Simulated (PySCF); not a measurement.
Species: C2H8SeSi.
Bonds: C1–C2, C2–Si3, Si3–Se4. Hydrogens: H5, H6, H7 on C1; H8, H9 on C2; H10, H11 on Si3; H12 on Se4.

Method: PBE0-D3(BJ)/def2-SVP geometry optimisation, gas phase (PySCF 2.14.0); density fitting, grid level 1; the optimiser is geomeTRIC in internal coordinates, started from a GFN2-xTB structure with every atom displaced at random (about 0.01 Å).

Step 0: E = -75406.9828 eV
```
atom  x, y, z in Å  |  force x, y, z in eV/Å
C1     -1.6930   -0.0073   -0.0126   -0.986   1.201  -0.636
C2     -0.2937    0.4325   -0.3417    0.409   0.119   0.279
Si3     0.9765   -0.6611    0.5246    0.988   1.244  -0.404
Se4     3.1174    0.1274   -0.0214    0.016  -0.740   0.723
H5     -1.8954   -1.0163   -0.3414   -0.167  -0.712  -0.114
H6     -2.4367    0.6621   -0.5295    0.379  -0.506   0.352
H7     -1.8937    0.0785    1.0522   -0.149  -0.116   0.489
H8     -0.1219    0.4032   -1.4248    0.142  -0.032  -0.172
H9     -0.1489    1.4845   -0.0246    0.160  -0.205  -0.043
H10     0.9214   -2.0513    0.0995   -0.219  -0.720  -0.159
H11     0.8920   -0.5670    1.9980   -0.181  -0.078   0.258
H12     2.6544    1.0934   -0.9747   -0.392   0.546  -0.572
```

Step 1: E = -75407.0735 eV
```
atom  x, y, z in Å  |  force x, y, z in eV/Å
C1     -1.7039    0.0302    0.0147    0.008  -0.128   0.061
C2     -0.2744    0.3924   -0.3755    0.074   0.083  -0.100
Si3     1.0506   -0.6490    0.4669   -0.465  -0.152   0.220
Se4     3.1394    0.1898    0.0720   -0.061   0.357  -0.407
H5     -1.9487   -1.0140   -0.2403    0.042   0.002   0.040
H6     -2.4367    0.6610   -0.5088   -0.013   0.074  -0.020
H7     -1.8726    0.1563    1.0969   -0.002  -0.019  -0.045
H8     -0.1303    0.2904   -1.4650   -0.003   0.034  -0.012
H9     -0.0644    1.4461   -0.1330   -0.002   0.082  -0.008
H10     0.8907   -2.0741    0.0348    0.174   0.015  -0.064
H11     0.8180   -0.6423    1.9446    0.070   0.010   0.030
H12     2.6105    1.1915   -0.9037    0.180  -0.357   0.304
```

Question: Estimate the geometry and energy of step 2. (The exact step hangs on the optimiser's Hessian estimate; all steps are aligned on step 1, rigid shifts and turns removed.)

Answer: E = -75407.0940 eV, largest force 0.169 eV/Å
```
atom  x, y, z in Å  |  force x, y, z in eV/Å
C1     -1.7053    0.0293    0.0088   -0.042  -0.029  -0.023
C2     -0.2768    0.4078   -0.3681    0.068   0.047  -0.011
Si3     1.0337   -0.6468    0.4845   -0.138  -0.044   0.088
Se4     3.1283    0.1876    0.0555    0.046  -0.008  -0.011
H5     -1.9340   -1.0160   -0.2539    0.008   0.001   0.010
H6     -2.4380    0.6627   -0.5161    0.001  -0.002   0.017
H7     -1.8844    0.1435    1.0892   -0.004   0.002   0.002
H8     -0.1238    0.3158   -1.4576    0.012   0.005   0.009
H9     -0.0734    1.4635   -0.1181   -0.005  -0.015   0.008
H10     0.9222   -2.0709    0.0368    0.041   0.023  -0.028
H11     0.8280   -0.6450    1.9673    0.019   0.014  -0.020
H12     2.6016    1.1471   -0.9247   -0.007   0.006  -0.041
```

The energy changes by -0.0206 eV. The first-order estimate −F·Δx gives -0.0358 eV and the mean of the old and new forces, exact on a quadratic surface, -0.0208 eV. The step makes an angle of 65° with the force vector and moves no atom by more than 0.050 Å.

What follows is the cost of the whole optimisation. Time: 3.2 min; peak memory 0.49 GiB. Hardware: Arm Neoverse N1, one thread, on a shared host.
